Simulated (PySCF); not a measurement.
C₁₀H₁₂O, SMILES c1(C(C)C)ccc(cc1)C=O at its GFN2-xTB optimised geometry (Å):

```
23

C     -1.2698    -2.8525    -1.2873
C     -1.5457    -2.0643    -0.0044
C     -1.2161    -2.9045     1.2314
C     -0.7683    -0.7730     0.0000
C     -1.4344     0.4491    -0.0011
C     -0.7364     1.6399    -0.0023
C      0.6574     1.6344    -0.0016
C      1.4119     2.8892    -0.0033
O      2.6138     2.9846    -0.0014
C      1.3303     0.4108     0.0000
C      0.6250    -0.7730     0.0000
H     -1.8754    -3.7556    -1.3089
H     -0.2231    -3.1394    -1.3479
H     -1.5121    -2.2517    -2.1612
H     -2.6138    -1.8212     0.0236
H     -1.3946    -2.3315     2.1386
H     -0.1754    -3.2181     1.2224
H     -1.8411    -3.7943     1.2554
H     -2.5153     0.4636    -0.0014
H     -1.2673     2.5815    -0.0037
H      0.7698     3.7943    -0.0070
H      2.4101     0.4180     0.0008
H      1.1623    -1.7093     0.0000
```

Calculation: B3LYP/def2-SVP in PySCF. Cells within 0.4 Å of a nucleus heavier than hydrogen are left out (blank, or x).

Map of the deformation density (molecule minus spherical neutral atoms) (e/bohr³) on the plane z = 1.0 Å:

```
|1111111111111111111111111111111|
|1111111111111111111111111111111|
|1111111111111111111111111111111|
|1111111111111111111111111111111|
|1111111111111111111111111111111|
|1111111111111111111111111111111|
|1111111111111111111011111111111|
|1111111111111111100011111111111|
|1111111111111111000001111111111|
|1111111111111110000001111111111|
|1111111111111001000011111111111|
|1111111111110011100011111111111|
|1111111111111100011011111111111|
|1111111111101100011011111111111|
|1111111111101000000011111111111|
|1111111111111100011011111111111|
|1111111111101001111111111111111|
|1111111111000001100111111111111|
|1111111111000000001111111111111|
|1111111110000000011111111111111|
|1111111110011000111111111111111|
|1111111110034000111111111111111|
|111111111004x552111111111111111|
|111111111137x693011111111111111|
|1111111111593231111111111111111|
|1111111111131111111111111111111|
|1111111111111111111111111111111|
|1111111111111111111111111111111|
|1111111111111111111111111111111|
|1111111111111111111111111111111|
|1111111111111111111111111111111|
```
Scale: ten equal steps from -0.015 (start of '0') to 0.070 (end of '9'), in the order '0123456789'; x runs from -6.00 to 6.00, y from -6.00 (bottom) to 6.00 (top).
